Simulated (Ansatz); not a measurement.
Program: Ansatz. Geometries: PBE0-D4/def2-TZVP. ΔE: electronic, gas phase. CBS: MP2 limit from def2 TZ/QZ plus the TZ coupled-cluster correction, frozen cores. DFT in def2-TZVPP. Elements past krypton have def2 core potentials. For Br, Ge, In outer-core shells are correlated without core-valence functions, which leaves a few kJ/mol of doubt a bond. Scalar relativity is left out up to krypton. One conformer a species, not always the lowest.

Consider the formal exchange of groups at a C–Ge bond: `[CH3][GeH2][NH][SiH3]` + `[Br][InH2]` → `[CH3][InH][Br]` + `[SiH3][NH][GeH3]`.

```json
{"level": "r2SCANh-D4", "ΔE (kJ/mol)": "7.1", "difference from CCSD(T)/CBS": "3.8"}
{"level": "PBE-QIDH", "ΔE (kJ/mol)": "5.7", "difference from CCSD(T)/CBS": "2.4"}
{"level": "r2SCAN", "ΔE (kJ/mol)": "5.7", "difference from CCSD(T)/CBS": "2.4"}
{"level": "r2SCANh", "ΔE (kJ/mol)": "6.3", "difference from CCSD(T)/CBS": "3.0"}
{"level": "CAM-B3LYP", "ΔE (kJ/mol)": "5.5", "difference from CCSD(T)/CBS": "2.2"}
{"level": "LC-ωPBE", "ΔE (kJ/mol)": "7.3", "difference from CCSD(T)/CBS": "4.0"}
{"level": "MP2/def2-SVP", "ΔE (kJ/mol)": "5.2", "difference from CCSD(T)/CBS": "1.9"}
{"level": "CCSD/def2-SVP", "ΔE (kJ/mol)": "6.5", "difference from CCSD(T)/CBS": "3.2"}
{"level": "SCS-MP2/def2-QZVPP", "ΔE (kJ/mol)": "1.7", "difference from CCSD(T)/CBS": "-1.6"}
{"level": "MP2/CBS(def2)", "ΔE (kJ/mol)": "0.0", "difference from CCSD(T)/CBS": "-3.3"}
{"level": "CCSD(T)/CBS", "ΔE (kJ/mol)": "3.3", "difference from CCSD(T)/CBS": "0"}
```

**Question.** What do rigid-rotor, harmonic-oscillator terms from PBE0-D4/def2-TZVP frequencies (298.15 K, 1 bar) make of the CCSD(T)/CBS value? (Estimate.)

**Answer.** The calculation gave: ΔZPE = +1.8 kJ/mol, ΔH = +5.5 kJ/mol, ΔS = 20 J/(mol·K), ΔG = -0.5 kJ/mol. Modes under 50 cm⁻¹ make the entropy rough.

Largest T1 diagnostic among the species: 0.012.

The D4 term adds +3.0 kJ/mol with B3LYP and +1.8 kJ/mol with PBE0; it sums over pairs of atoms, weighted by their polarisabilities, and B3LYP, whose exchange is more repulsive, gets the larger term. Leaving LDA and LC-ωPBE aside and taking each functional with its dispersion term where it has one, the values, not all of them listed here, spread over 8.8 kJ/mol, from B2PLYP to B97M-V. LDA lies +3.6 kJ/mol from PBE without D4.

CCSD(T)/CBS has its own doubt, a few kJ/mol and more with outer-core shells, so smaller differences from it don't rank the levels.

B3LYP here is the variant with VWN-RPA as its local correlation; programs differ in this.
